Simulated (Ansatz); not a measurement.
`[AlH2][SiH]([SiH3])Cl` and `C#C[SiH]([SiH3])Cl` differ in one atom or group.

Ansatz, PBE0-D4/def2-TZVP geometries, multiplicity 1. 

| property | `[AlH2][SiH]([SiH3])Cl` |
| --- | --- |
| HOMO–LUMO gap (PBE/def2-TZVPP) / eV | 3.19 |
| HOMO–LUMO gap (ωB97M-V/def2-TZVPP) / eV | 8.53 |
| HOMO energy (ωB97M-V/def2-TZVPP) / eV | -9.27 |
| HOMO–LUMO gap (PBE0/def2-TZVPP) / eV | 4.99 |
| LUMO energy (B3LYP/def2-TZVPP) / eV | -2.54 |
| HOMO energy (B3LYP/def2-TZVPP) / eV | -7.15 |

(1) Give the same properties after the change, and the shifts. (An estimate is asked.)

Answers

(1) Computed: 
```json
{"property": "HOMO–LUMO gap (PBE/def2-TZVPP) / eV", "`C#C[SiH]([SiH3])Cl`": "4.95", "shift": "1.76"}
{"property": "HOMO–LUMO gap (ωB97M-V/def2-TZVPP) / eV", "`C#C[SiH]([SiH3])Cl`": "10.98", "shift": "2.45"}
{"property": "HOMO energy (ωB97M-V/def2-TZVPP) / eV", "`C#C[SiH]([SiH3])Cl`": "-10.04", "shift": "-0.77"}
{"property": "HOMO–LUMO gap (PBE0/def2-TZVPP) / eV", "`C#C[SiH]([SiH3])Cl`": "6.98", "shift": "1.99"}
{"property": "LUMO energy (B3LYP/def2-TZVPP) / eV", "`C#C[SiH]([SiH3])Cl`": "-1.17", "shift": "1.37"}
{"property": "HOMO energy (B3LYP/def2-TZVPP) / eV", "`C#C[SiH]([SiH3])Cl`": "-7.78", "shift": "-0.63"}
```

With PBE0 the HOMO falls by 0.65 eV and the LUMO rises by 1.35 eV, so the gap widens by about 2.00 eV. PBE moves the HOMO by -0.56 eV and ωB97M-V by -0.77 eV.

B3LYP here is the variant with VWN-RPA as its local correlation; programs differ in this.
